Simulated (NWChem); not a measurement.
Species: vinylidene fluoride (C2H2F2); SMILES C=C(F)F

```xyz
6

C      0.0149    -1.3857     0.0000
C      0.0007    -0.0629     0.0000
F     -1.0932     0.6865     0.0000
F      1.0784     0.7097     0.0000
H      0.9572    -1.9159     0.0000
H     -0.9158    -1.9361     0.0000
```
Atoms are numbered in this order, from 1.

Level: B3LYP/6-31G* (spherical d) (NWChem), optimised geometry, unscaled harmonic frequencies. 

```tsv
frequency (cm⁻¹)	IR intensity (km/mol)
438	1.1
543	4.1
631	2.2
727	0.0
817	78.0
949	66.1
973	15.3
1354	216.1
1435	3.4
1801	262.4
3226	4.4
3321	0.1
```

- zero-point energy: 23.2 kcal/mol
- thermal correction to the enthalpy at 298.15 K (with zero-point energy): 26.1 kcal/mol
- heat capacity Cv: 12.0 cal/(mol K)
- entropy at 298.15 K and 1 atm (symmetry number 2): 63.3 cal/(mol K)
- dipole moment: 1.04 D

Rigid rotor and harmonic oscillator.
